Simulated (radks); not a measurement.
The tin ion Sn2+, 48 electrons, occupied as [Kr] 4d10 5s1 5d1 (not the ground configuration). Calculated with a radial shooting solver on a logarithmic mesh with Libxc functionals: scalar-relativistic Kohn-Sham, r2SCAN, spin-polarised, spherical densities, finite nucleus; open shells are filled with parallel spins first (spin-orbit coupling, left out, can overturn this in heavy ions); meta-GGA in the generalised Kohn-Sham scheme; Fermi nuclear charge, rms radius 4.6519 fm.

Normalised radial functions P(r) = r R(r), r in bohr:

r,5d up
0.001005,0.0000
0.001351,0.0000
0.001831,0.0000
0.002462,0.0000
0.003337,0.0000
0.004486,0.0000
0.00608,0.0001
0.008175,0.0002
0.01108,0.0005
0.0149,0.0010
0.02019,0.0023
0.02714,0.0049
0.03678,0.0104
0.04945,0.0206
0.06649,0.0382
0.09011,0.0661
0.1211,0.1008
0.1642,0.1326
0.2208,0.1368
0.2992,0.0862
0.4022,-0.0234
0.5451,-0.1597
0.7329,-0.2389
0.9933,-0.1952
1.335,-0.0280
1.81,0.2196
2.433,0.4497
3.272,0.5636
4.434,0.4905
5.961,0.2827
8.079,0.0922
10.86,0.0156

5d up: eigenvalue -10.422 eV, 2 radial nodes at r = 0.381, 1.39 bohr, <r> = 3.89 bohr, 90 % of the charge inside 5.71 bohr.
